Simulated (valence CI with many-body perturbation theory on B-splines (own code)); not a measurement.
# Ba XXVI: electric-dipole lines

Level of theory: relativistic CI+MBPT: three valence electrons over a frozen Dirac-Fock core [Ar] 3d10, radial functions for each j: 11 s, 11 p, 9 d, 7 f, 5 g, 2 h, 1 i, with the one-electron correlation potential Σ1, the two-electron term Σ2, the three-electron term Σ3, Breit, model QED; selected CI, second order for the rest (own B-spline code, finite nucleus).

No measured levels were compared; by estimate levels hold to about 250 cm⁻¹ or 0.2 % of their energy and the worst to 1 %, as in measured heavy ions of charge 2 to 7; those with d or f electrons hold less well.

Lines 1 to 50 of 282 in falling wavelength, among levels below 2257000 cm⁻¹, chosen from the strongest by gf and those to the six lowest levels. Wavelengths and rates use the calculated energies, so an error of 2000 cm⁻¹ moves a line at 38.09 nm by 0.76 % and its rate by three times that or more. Electric multipoles are in the length gauge, E1 and E2 with the static RPA response of the core. Weak lines are less certain than strong ones. Lines between different terms over intervals too small for the method are left out, as are lines whose strength nearly cancels. The highest levels of a list are the least certain.

Levels are named by their leading jj configuration (3d3/2^4 stands for four electrons in 3d with j = 3/2), which in mixed levels can hold well under half, so a name can repeat and another be missing. Letters in brackets count levels of one name in rising energy.

```tsv
λ vac (nm)	Upper	Lower	A (s⁻¹)	log gf	Branch %
38.09	(4s 4p1/2^2) J=1/2	(4s^2 4p3/2) J=3/2	7.36e+07	-2.49	1.3
28.17	(4p1/2 4p3/2 4d3/2) J=7/2	(4s 4p3/2 4d3/2) J=5/2 [b]	2.29e+09	-0.66	5.5
27.35	(4p1/2 4p3/2 4d5/2) J=7/2 [b]	(4s 4p3/2 4d5/2) J=5/2 [b]	2.42e+09	-0.66	2.2
26.19	(4s 4p1/2 4p3/2) J=3/2 [a]	(4s^2 4p3/2) J=3/2	4.96e+08	-1.69	76.4
26.03	(4s 4p1/2 4f7/2) J=9/2	(4s^2 4f7/2) J=7/2	1.80e+09	-0.74	1.3
25.70	(4p1/2 4p3/2^2) J=5/2	(4s 4p3/2^2) J=3/2	5.25e+09	-0.51	12.0
24.40	(4p1/2 4p3/2 4d5/2) J=9/2	(4s 4p3/2 4d5/2) J=7/2 [a]	4.29e+09	-0.42	9.7
23.81	(4s 4p1/2 4p3/2) J=5/2	(4s^2 4p3/2) J=3/2	3.77e+09	-0.72	100.0
23.38	(4p1/2^2 4p3/2) J=3/2	(4s 4p1/2 4p3/2) J=1/2	5.85e+09	-0.72	7.4
23.11	(4p1/2 4p3/2 4d5/2) J=7/2 [b]	(4s 4p3/2 4d5/2) J=7/2 [b]	3.60e+09	-0.64	3.3
23.02	(4s 4p1/2^2) J=1/2	(4s^2 4p1/2) J=1/2	5.41e+09	-1.07	98.7
22.82	(4p1/2^2 4d5/2) J=5/2	(4s 4p1/2 4d5/2) J=5/2 [b]	5.39e+09	-0.60	6.5
22.77	(4p1/2 4p3/2 4d3/2) J=5/2 [a]	(4s 4p3/2 4d3/2) J=5/2 [a]	5.29e+09	-0.61	11.2
22.54	(4p1/2^2 4d3/2) J=3/2	(4s 4p1/2 4d3/2) J=1/2	5.83e+09	-0.75	9.5
22.14	(4p1/2 4p3/2 4d3/2) J=3/2 [a]	(4s 4p3/2 4d3/2) J=3/2	5.98e+09	-0.76	5.7
22.12	(4p1/2 4p3/2 4d3/2) J=7/2	(4s 4p3/2 4d3/2) J=7/2	4.32e+09	-0.60	10.3
21.86	(4p1/2^2 4p3/2) J=3/2	(4s 4p1/2 4p3/2) J=3/2 [b]	6.01e+09	-0.76	7.6
21.69	(4p1/2 4p3/2^2) J=1/2	(4s 4p3/2^2) J=1/2	1.77e+10	-0.60	16.3
21.64	(4p1/2 4p3/2 4d5/2) J=5/2 [b]	(4s 4p3/2 4d5/2) J=7/2 [b]	8.74e+09	-0.43	3.1
21.33	(4p1/2 4p3/2 4d5/2) J=3/2 [a]	(4s 4p3/2 4d5/2) J=5/2 [a]	1.06e+10	-0.54	6.5
21.24	(4p1/2 4p3/2 4d5/2) J=5/2 [a]	(4s 4p3/2 4d5/2) J=5/2 [a]	6.70e+09	-0.57	4.2
20.76	(4s 4p1/2 4p3/2) J=3/2 [b]	(4s^2 4p3/2) J=3/2	3.01e+09	-1.11	6.1
20.33	(4p1/2 4p3/2^2) J=3/2	(4s 4p3/2^2) J=5/2	1.34e+10	-0.48	11.9
20.20	(4p1/2 4p3/2 4d5/2) J=9/2	(4s 4p3/2 4d3/2) J=7/2	4.20e+09	-0.59	9.5
20.10	(4p1/2 4p3/2^2) J=5/2	(4s 4p3/2^2) J=5/2	1.22e+10	-0.35	27.8
20.07	(4p1/2^2 4d5/2) J=5/2	(4s 4p1/2 4d3/2) J=3/2 [b]	7.29e+09	-0.58	8.9
19.93	(4p1/2 4p3/2 4d5/2) J=7/2 [a]	(4s 4p3/2 4d5/2) J=9/2	1.80e+10	-0.07	31.0
19.91	(4p1/2^2 4d5/2) J=5/2	(4s 4p1/2 4d5/2) J=5/2 [a]	5.56e+09	-0.70	6.8
19.81	(4p1/2^2 4d3/2) J=3/2	(4s 4p1/2 4d3/2) J=5/2	1.87e+10	-0.36	30.5
19.78	(4p1/2^2 4d5/2) J=5/2	(4s 4p1/2 4d5/2) J=7/2	2.20e+10	-0.11	26.8
19.70	(4p1/2 4p3/2 4d5/2) J=5/2 [a]	(4s 4p3/2 4d3/2) J=7/2	6.49e+09	-0.65	4.1
19.56	(4s 4p1/2 4p3/2) J=1/2	(4s^2 4p3/2) J=3/2	7.10e+09	-1.09	5.2
19.27	(4p1/2^2 4p3/2) J=3/2	(4s 4p1/2 4p3/2) J=5/2	2.88e+10	-0.19	36.5
19.18	(4p1/2 4p3/2 4d5/2) J=9/2	(4s 4p3/2 4d5/2) J=9/2	1.50e+10	-0.08	33.9
18.74	(4p1/2^2 4d3/2) J=3/2	(4s 4p1/2 4d3/2) J=3/2 [a]	1.01e+10	-0.67	16.4
18.72	(4p1/2 4p3/2 4d3/2) J=5/2 [b]	(4s 4p3/2 4d3/2) J=7/2	1.63e+10	-0.29	5.0
18.44	(4p1/2 4p3/2 4d3/2) J=3/2 [b]	(4s 4p3/2 4d3/2) J=5/2 [a]	1.43e+10	-0.54	4.1
18.43	(4p3/2^2 4d5/2) J=9/2	(4s 4p3/2 4d5/2) J=7/2 [b]	9.98e+09	-0.29	21.6
18.42	(4p1/2 4p3/2 4d3/2) J=1/2 [b]	(4s 4p3/2 4d3/2) J=3/2	1.71e+10	-0.76	5.0
18.06	(4s 4p1/2 4p3/2) J=3/2 [a]	(4s^2 4p1/2) J=1/2	1.53e+08	-2.52	23.6
17.96	(4p3/2^2 4d5/2) J=7/2	(4s 4p3/2 4d5/2) J=7/2 [a]	6.60e+09	-0.59	8.8
17.95	(4p1/2^2 4p3/2) J=3/2	(4s 4p1/2 4p3/2) J=3/2 [a]	9.13e+09	-0.75	11.6
17.84	(4p3/2^2 4d5/2) J=9/2	(4s 4p3/2 4d5/2) J=7/2 [a]	7.55e+09	-0.44	16.4
17.80	(4p1/2 4p3/2^2) J=3/2	(4s 4p1/2 4p3/2) J=1/2	1.10e+10	-0.68	9.7
17.21	(4s 4p3/2^2) J=5/2	(4s^2 4p3/2) J=3/2	9.92e+09	-0.58	100.0
17.15	(4p3/2^3) J=3/2	(4s 4p3/2^2) J=3/2	3.40e+10	-0.22	28.8
17.05	(4p3/2^2 4d3/2) J=7/2	(4s 4p3/2 4d5/2) J=7/2 [a]	5.84e+09	-0.69	2.5
17.05	(4s 4p1/2 4f7/2) J=7/2 [a]	(4s 4p3/2 4d3/2) J=5/2 [b]	6.47e+09	-0.65	3.4
16.91	(4p1/2 4p3/2^2) J=3/2	(4s 4p1/2 4p3/2) J=3/2 [b]	3.63e+09	-1.21	3.2
16.85	(4p1/2 4p3/2 4d3/2) J=7/2	(4s 4p1/2 4d5/2) J=7/2	6.49e+09	-0.66	15.5
```
